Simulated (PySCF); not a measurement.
Computed Raman spectrum (relative Raman activity) of a molecule C4H4Cl2. Geometry: PBE0-D3(BJ)/def2-SVP. One conformer was computed; it need not be the lowest. Calculation: PySCF with PBE0-D3(BJ)/def2-SVP. Frequencies are harmonic and unscaled.

Lines under 2 % of the strongest are left out, and lines within 2 cm⁻¹ are merged.

```json
[
 {"ν (cm⁻¹)": "1249", "relative intensity": "21"},
 {"ν (cm⁻¹)": "1729", "relative intensity": "100"},
 {"ν (cm⁻¹)": "3204", "relative intensity": "13"},
 {"ν (cm⁻¹)": "3247", "relative intensity": "38"}
]
```

Question: Which molecule gave these data?
A. ClC1=C(Cl)CC1
B. C=C=C(Cl)CCl
C. Cl/C=C\C=C/Cl
D. C#CCC(Cl)Cl

Answer: C, Cl/C=C\C=C/Cl
